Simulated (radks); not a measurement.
Pb III, 80 electrons, occupied as [Hg]. Method: Dirac Kohn-Sham, relativistic LDA (MacDonald-Vosko exchange, VWN5 correlation), spin-unpolarised, spherical densities, finite nucleus; Fermi nuclear charge, rms radius 5.5012 fm; computed with a radial shooting solver on a logarithmic mesh with Libxc functionals.

Unscreened Slater integrals over Kohn-Sham orbitals (eV). Large and small components are both included.

integral          value
F0(6s1/2,6s1/2)  11.265
F0(6s1/2,5d5/2)  13.246
G2(6s1/2,5d5/2)  2.9886
F0(6s1/2,5d3/2)  13.338
G2(6s1/2,5d3/2)  2.7267
F0(6s1/2,5p3/2)  13.829
G1(6s1/2,5p3/2)  1.1754
F0(5d5/2,5d5/2)  18.713
F2(5d5/2,5d5/2)  9.7386
F4(5d5/2,5d5/2)  6.4842
F0(5d5/2,5d3/2)  19.039
F2(5d5/2,5d3/2)  9.9034
G2(5d5/2,5d3/2)  9.8865
G4(5d5/2,5d3/2)  6.5879
F0(5d5/2,5p3/2)  20.945
F2(5d5/2,5p3/2)  10.570
G1(5d5/2,5p3/2)  12.971
G3(5d5/2,5p3/2)  8.0541
F0(5d3/2,5d3/2)  19.386
F2(5d3/2,5d3/2)  10.098
F0(5d3/2,5p3/2)  21.422
F2(5d3/2,5p3/2)  10.955
G1(5d3/2,5p3/2)  13.648
G3(5d3/2,5p3/2)  8.4793
F0(5p3/2,5p3/2)  24.330
F2(5p3/2,5p3/2)  13.094
